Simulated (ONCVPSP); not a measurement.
## Reading a pseudo-wave (Nb)

Columns: radius, all-electron u(r) and pseudo u(r) of the 4d shell (level -2.42 eV) of niobium in the configuration [Ar] 3d10 4s2 4p6 4d4.5 5s0.5; PBEsol, scalar-relativistic, ONCV scheme, ONCVPSP 4.0.1.

```tsv
r (bohr)	all-electron	pseudo
0.143	-0.1837	0.0024
0.285	-0.3030	0.0183
0.428	-0.1843	0.0582
0.570	0.0259	0.1259
0.713	0.2351	0.2197
0.855	0.4045	0.3300
0.998	0.5283	0.4455
1.140	0.6088	0.5513
1.283	0.6553	0.6373
1.425	0.6758	0.6951
1.568	0.6781	0.7234
1.710	0.6680	0.7245
1.853	0.6495	0.7044
1.995	0.6262	0.6709
2.138	0.5997	0.6307
2.280	0.5720	0.5901
2.423	0.5436	0.5520
2.565	0.5157	0.5184
2.708	0.4882	0.4886
2.850	0.4619	0.4619
2.992	0.4365	0.4365
3.135	0.4121	0.4121
3.278	0.3888	0.3888
3.420	0.3668	0.3668
3.563	0.3457	0.3457
3.705	0.3258	0.3258
```

Q: How many radial nodes do the two functions have?

A: The all-electron 4d function has n − l − 1 = 1; the pseudo-wave has 0, since the states of the same l below it are removed with the core.

Q: At about which radius was the pseudo-wave matched?

A: 2.85 bohr, where the columns begin to agree (steps of 0.14 bohr).

Q: Where does each function peak?

A: Outermost all-electron maximum near 1.57 bohr, pseudo maximum near 1.71 bohr (to the table’s step).

Q: Is the pseudo-wave norm-conserving?

A: Yes: the ONCV scheme keeps the norm inside the radius equal to the all-electron one, which fixes the energy derivative of the logarithmic derivative at the level.
